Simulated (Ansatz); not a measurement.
This geometry of a periodic cell of 17 atoms, TiSi₁₆ (host Si, host structure diamond, interstitial Ti) is a first-order saddle point.

Computed with Ansatz 0.2.0, DFT PBE-D3(BJ), scalar-relativistic, plane waves, PAW. Settings: PAW set soft_1, cutoff 420 eV, k mesh 2x2x2, gaussian smearing 0.05 eV, no spin polarisation.

```xyz
17
Lattice="0.0000 5.4300 5.4300 5.4300 0.0000 5.4300 5.4300 5.4300 0.0000" Properties=species:S:1:pos:R:3
Si 0.191 0.191 -0.194
Si 1.427 1.427 1.365
Si 2.824 2.824 0.127
Si 4.260 4.260 1.167
Si 2.642 0.007 2.785
Si 4.062 1.427 4.000
Si 5.300 2.824 2.603
Si 6.675 4.199 4.182
Si 0.007 2.642 2.785
Si 1.427 4.062 4.000
Si 2.824 5.300 2.603
Si 4.199 6.676 4.182
Si 2.642 2.642 5.420
Si 3.878 3.879 6.979
Si 5.239 5.240 5.618
Si 6.675 6.676 6.658
Ti 7.465 7.465 8.823
```

(1) Which two structures does it join? (They come from a converged band through this point; their orientation in space is the band's.)

(2) How far does it lie above each of them?

Answers

(1) Contacts lost: Si1–Ti17, Si2–Ti17, Si6–Ti17, Si10–Ti17. Contacts made: Si5–Ti17, Si9–Ti17, Si13–Ti17, Si14–Ti17. The atom that moves furthest is Ti17, by 2.35 Å; four of its nearest neighbours are Si1 2.43, Si7 2.43, Si3 2.43, Si11 2.43 Å at the first end and Si16 2.43, Si14 2.43, Si12 2.43, Si8 2.43 Å at the last.

Image 0:

```xyz
17
Lattice="0.0000 5.4300 5.4300 5.4300 0.0000 5.4300 5.4300 5.4300 0.0000" Properties=species:S:1:pos:R:3
Si -0.046 -0.045 0.044
Si 1.355 1.357 1.393
Si 2.757 2.759 0.044
Si 4.071 4.071 1.356
Si 2.728 -0.017 2.699
Si 4.034 1.356 4.072
Si 5.383 2.758 2.670
Si 6.785 4.107 4.072
Si -0.019 2.730 2.699
Si 1.355 4.035 4.071
Si 2.758 5.383 2.669
Si 4.105 6.786 4.072
Si 2.728 2.729 5.445
Si 4.069 4.071 6.787
Si 5.411 5.412 5.446
Si 6.785 6.785 6.751
Ti 6.786 6.786 9.502
```

Image 6:

```xyz
17
Lattice="0.0000 5.4300 5.4300 5.4300 0.0000 5.4300 5.4300 5.4300 0.0000" Properties=species:S:1:pos:R:3
Si -0.002 -0.003 -0.003
Si 1.340 1.339 1.339
Si 2.713 2.713 0.034
Si 4.087 4.086 1.340
Si 2.713 0.034 2.713
Si 4.087 1.340 4.086
Si 5.393 2.715 2.715
Si 6.742 4.116 4.116
Si 0.035 2.712 2.712
Si 1.341 4.086 4.086
Si 2.716 5.393 2.714
Si 4.117 6.741 4.116
Si 2.716 2.714 5.392
Si 4.117 4.116 6.741
Si 5.431 5.430 5.430
Si 6.743 6.743 6.743
Ti 8.145 8.144 8.144
```

(2) 1.71 eV above the first and 1.71 eV above the second. This is the barrier of this one path; another mechanism may lie lower. Limits of this set-up: coarse k mesh, a small cell, in which the defect meets its images.

Time of the run: 7.9 min on 1 thread of Arm Neoverse V1 (shared host), peak memory 0.88 GiB.
